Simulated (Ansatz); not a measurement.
Reaction (ligand exchange at a W–F bond): `[O]=[W]([F])(=[S])[Cl]` + NH₃ → `[NH2][W](=[O])(=[S])[Cl]` + H–F

Calculated with Ansatz (gas phase, PBE0-D4/def2-TZVP geometries, no zero-point term in ΔE). CBS: MP2 limit from def2 TZ/QZ plus the TZ coupled-cluster correction, frozen cores. This one scheme is used for every species. DFT in def2-TZVPP. HSE06 is defined as in plane-wave codes. def2 core potentials past Kr. For W outer-core shells are correlated without core-valence functions, which leaves a few kJ/mol of doubt a bond. Each species was taken in one conformer, which may not be the lowest.

```csv
level,ΔE (kJ/mol),difference from CCSD(T)/CBS
ωB97X-V,37.4,14.5
ωB97M-V,34.9,12.0
PBE-QIDH,25.8,2.9
revPBE,44.4,21.5
r2SCANh,38.8,15.9
HSE06,32.8,9.9
RPA@PBE/def2-TZVPP,29.1,6.2
HF/def2-TZVPP,36.9,14.0
CCSD/def2-TZVPP,24.7,1.8
HF/CBS(def2),38.9,16.0
CCSD(T)/CBS,22.9,0
```

Largest T1 diagnostic among the species: 0.022, so the coupled-cluster value is less sure than usual.

From BLYP to BHLYP (50 % exact exchange), in def2-TZVPP and without D4, ΔE moves by −12.3 kJ/mol. In def2-TZVPP, CCSD(T) changes the Hartree–Fock value by −12.4 kJ/mol (the triples alone add −0.2 kJ/mol) and MP2 by −17.4 kJ/mol.
